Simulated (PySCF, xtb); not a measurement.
SnH3Cl, SMILES [Cl][SnH3].

GFN2-xTB (xtb) at its own geometry gives an orbital gap of 6.04 eV and a dipole moment of 1.78 D.

Coordinates come from a B3LYP-D3(BJ)/def2-TZVP optimisation. The def2 effective core potentials stand for the cores of Sn; spin–orbit coupling is left out.

Question: What does ωB97X/def2-TZVPD (PySCF) give? (Estimate from the structure and the level; the computed values follow.)

Answer: gap 11.85 eV (levels -11.06 and 0.79 eV), dipole 2.68 D.
